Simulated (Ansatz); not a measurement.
Basis-set extrapolation for CH7BSi2, SMILES `CB1[SiH2][SiH2]1` (PBE0-D4/def2-TZVP geometry, frozen core, Ansatz). Multiplicity 1, RHF reference.

|  | def2-TZVPP | def2-QZVPP |
| --- | --- | --- |
| HF | -644.446881 | -644.467072 |
| MP2 correlation | -0.530770 | -0.565244 |
| CCSD(T) correlation | -0.613629 | not run |

Energies in hartree. Use E(X) = E(∞) + A·exp(−7.88·√X) for Hartree–Fock and E(X) = E(∞) + B·X^(−2.97) for correlation, with X = 3 and 4, and add CCSD(T) minus MP2 of the smaller set to the MP2 limit.

Task: What is the CCSD(T) energy at the basis-set limit?

Result: HF limit: -644.467072 + (-0.020191) × 0.13774 = -644.46985. MP2 limit: -0.565244 + (-0.034474) × 0.74074 = -0.59078. Higher-order term: -0.613629 − (-0.530770) = -0.08286. Total: -645.14349 hartree, 2.26 eV below CCSD(T)/def2-TZVPP.
